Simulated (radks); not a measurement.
The numbers below are computed, except where a source is named.
Effect of the nuclear size on neutral iron, [Ar] 3d6 4s2. Code: a radial shooting solver on a logarithmic mesh with Libxc functionals. Model: Dirac Kohn-Sham, PBE, spin-unpolarised, spherical densities, finite nucleus; open shells fill j = l - 1/2 first; Fermi nuclear charge, rms radius 3.7377 fm. The rms radius is varied about that value; shifts are against it.

| rms radius (fm) | total energy shift (eV) | density at nucleus (e/bohr^3) | 1s1/2 shift (meV) | 2s1/2 shift (meV) | 2p1/2 shift (meV) | 3s1/2 shift (meV) |
|---|---|---|---|---|---|---|
| 3.3228 | -0.0233 | 1.518e+04 | -9.86 | -0.888 | 0.095 | -0.124 |
| 3.3826 | -0.0201 | 1.516e+04 | -8.50 | -0.766 | 0.082 | -0.107 |
| 3.7377 | 0 | 1.51e+04 | 0.000 | 0.000 | 0.000 | 0.000 |
| 3.8685 | 0.00787 | 1.508e+04 | 3.34 | 0.301 | -0.032 | 0.042 |
| 4.1563 | 0.0261 | 1.503e+04 | 11.1 | 0.997 | -0.106 | 0.139 |

Slopes of the eigenvalues against <r^2> in GHz/fm^2, as finite differences over the two radii next to the reference (eigenvalue slopes, not the field-shift constants of lines): 1s1/2 813, 2s1/2 73.2, 2p1/2 -7.81, 3s1/2 10.2.
